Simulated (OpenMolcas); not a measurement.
V3+ among 4 point charges of -1 e arranged as a tetrahedron (Td), 2.13 Å from the ion.

| Property | Result |
| --- | --- |
| Program | OpenMolcas 26.06 |
| Method | CASSCF |
| Basis | ANO-RCC-VDZP [5s4p2d1f] |
| Scalar Hamiltonian | DKH2, point nucleus |
| Active space | 2 electrons in 5 orbitals (3d) |
| State averaging | 2S+1 = 3 even, 10 roots; 2S+1 = 1 even, 15 roots |
| Spin-orbit coupling | RASSI with atomic mean-field integrals over the reference wave functions |

Task: What is the spin-free ground state (labels of Td)?

Result: 3A2, 1-fold in its orbital part, 100 % from free-ion F terms; it has the highest spin that d2 allows.

Task: Where is the first state of the same spin?

Result: 3T2 at 878 cm-1 above the ground state.

Task: What are the lowest two levels with spin-orbit coupling?

Result: A 3-fold level T2, then a 2-fold level E 837.8 cm-1 above it. Their leading multiplicities are 3 (100 %) and 3 (100 %).

Task: What is χT at 300 K, and how does it compare with the textbook value?

Result: The lowest level has 2S+1 = 3, for which the spin-only value is χT = S(S+1) / 2 = 1.000 cm3 K/mol (g = 2). The computed 0.860 at 300 K differs by -0.140, through orbital momentum, spin-orbit coupling and any other state in reach.

Task: Which ligand-field parameters describe the states?

Result: A least-squares ligand-field fit to the states below 45000 cm-1, each weighted by its degeneracy and with a free common offset, gives 10Dq = -899 cm-1 (negative for this site), B = 1087 cm-1 and C = 4052 cm-1 (C/B = 3.73), with an rms deviation of 40 cm-1. 

Without dynamic correlation the repulsion within the d shell is too large (B by tens of per cent), so at a given field states of lower spin stand too high. The ground term spreads over less than 5000 cm-1, several times less than with real ligands, so orbital moments are less quenched and χT lies further from the spin-only value than at real sites. Point charges carry no covalency, so the field is a model and not that of real ligands. No measured value stands beside these numbers.
